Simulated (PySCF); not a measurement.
C₆ coefficients of unlike pairs at wB97X-V

Calculated with PySCF 2.14 from the dipole response of each species, C₆(A,B) = (3/π) ∫ α_A(iu) α_B(iu) du, in atomic units, from isotropic polarisabilities. For ions this is the dispersion term alone; charge-induced terms of lower order in 1/R come first.

```json
{"species": "B⁺", "configuration": "[He] 2s2 (1S)", "basis": "dyall-acv3z (15s9p4d2f)", "relativity": "none", "α (bohr³)": "10.92", "C₆ (like pair)": "30.06"}
{"species": "Tl⁺", "configuration": "[Xe] 4f14 5d10 6s2 (1S)", "basis": "aug-cc-pVQZ-PP with one added diffuse shell each of s, p, d, f, g type with ECP60MDF (8s8p6d4f3g)", "relativity": "core potential", "α (bohr³)": "21.43", "C₆ (like pair)": "171.0"}
{"species": "Sn", "configuration": "[Kr] 4d10 5s2 5p2 (3P)", "basis": "def2-QZVPPD with the def2 core potential (28 electrons) (8s6p5d4f1g)", "relativity": "core potential", "α (bohr³)": "56.37", "C₆ (like pair)": "614.4"}
{"species": "Hf⁺", "configuration": "[Xe] 4f14 5d1 6s2 (2D)", "basis": "aug-cc-pwCVTZ-PP with ECP60MDF (8s8p7d4f3g)", "relativity": "core potential", "α (bohr³)": "56.95", "C₆ (like pair)": "568.5"}
```

Q: Estimate C₆ for Hf⁺ with Sn.

A: The integral gives 590.0. The combination rule 2 C_A C_B / (C_A α_B/α_A + C_B α_A/α_B) gives 590.3 and the geometric mean 591.0.

No spin-orbit coupling is included.

The other pairs:

```json
{"pair": "Hf⁺, Tl⁺", "C₆": "293.4"}
{"pair": "Tl⁺, B⁺", "C₆": "69.40"}
{"pair": "Sn, Tl⁺", "C₆": "309.8"}
{"pair": "Hf⁺, B⁺", "C₆": "129.3"}
{"pair": "Sn, B⁺", "C₆": "135.1"}
```
